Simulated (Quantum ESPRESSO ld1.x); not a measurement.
All-electron atom: Au4+ in [Xe] 4f14 5d7. All-electron calculation, non-relativistic Kohn-Sham, LDA (Slater exchange, Perdew-Zunger correlation), spin-polarised, spherical densities, point nucleus; open shells are filled with parallel spins first; relativity is left out, which matters for an element this heavy. Program: ld1.x of Quantum ESPRESSO 7.5.

X-ray form factor f0, the Fourier transform of the density (f0(0) = 75):

sin(theta)/lambda (1/angstrom)  f0 (electrons)
0.05                                    74.374
0.1                                     72.582
0.15                                    69.859
0.2                                     66.518
0.25                                    62.874
0.3                                     59.189
0.4                                     52.344
0.5                                     46.577
0.6                                     41.796
0.8                                     34.129
1                                       27.991
1.25                                    22.155
1.5                                     18.269
2                                       14.123
